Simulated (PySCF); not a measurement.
# Structure from 2D NMR

Compound of formula C6H8F2Si. Correlations simulated from computed shifts and the bond graph:

HSQC (one-bond C–H):
```csv
δH,δC
6.51,132.1
6.32,134.4
5.67,109.9
3.22,36.4
2.80,36.4
```

COSY cross peaks (H two or three bonds apart, from the bond graph; peaks can be absent where the dihedral angle is near 90°):
```csv
δH,δH
6.51,6.32
5.67,3.22
5.67,2.80
3.22,2.80
```

HMBC (two and three bonds, from the bond graph):
```csv
δH,δC
6.51,"166.5, 134.4, 109.9, 85.8"
6.32,"166.5, 132.1, 85.8, 36.4"
5.67,"166.5, 132.1, 85.8, 36.4"
3.99,"134.4, 85.8, 36.4"
3.22,"166.5, 134.4, 109.9, 85.8"
2.80,"166.5, 134.4, 109.9, 85.8"
```

Carbons without hydrogens: δ 166.5, 85.8.

How the numbers were obtained: PBE0/pcSseg-1 with gauge-including orbitals, geometry from GFN2-xTB, in PySCF 2.14 (rapidly exchanging positions averaged, one computed conformer, no solvent, relativity neglected).

Scale: 1H (σ = 31.72 ppm) and 13C (σ = 186.93 ppm) vs TMS (reference shieldings calculated alike).

Exchangeable hydrogens are left out of these lists.

Problem. Assemble the structure.

Solution. `FC1=CC[C@](F)([SiH3])C=C1`.

Structure with atom numbers: `[F:1][C:2]1=[CH:3][CH2:4][C@:5]([F:6])([SiH3:7])[CH:8]=[CH:9]1`. Each H is labelled by its parent atom. Ha(C4) is pro-R; Hb(C4) is pro-S.

δC 166.5 is C2, a fully substituted alkene carbon. δC 134.4 is C8, an alkene CH (δH 6.32). δC 132.1 is C9, an alkene CH (δH 6.51). δC 109.9 is C3, an alkene CH (δH 5.67). δC 85.8 is C5, an allylic fully substituted sp3 carbon bonded to F and Si. δC 36.4 is C4, an allylic sp3 CH2 (δH 2.80, 3.22). HMBC from δH 6.51 reaches the proton-free carbons C2, C5. HMBC from δH 6.32 reaches the proton-free carbons C2, C5. HMBC from δH 5.67 reaches the proton-free carbons C2, C5. HMBC from δH 3.99 reaches the proton-free carbon C5. COSY links 6.51–6.32, 5.67–3.22, 5.67–2.80, 3.22–2.80.

The data come from this structure; uniqueness wasn't tested.

Shifts are as computed. Against solution values, carbons near 30 ppm lie about +3 ppm off and those near 130 ppm about +5 ppm. Of 1309 compounds with measured shifts, 239 miss one by over three times the rms of a fit or turn the order of signals round; such compounds aren't used in these exercises.
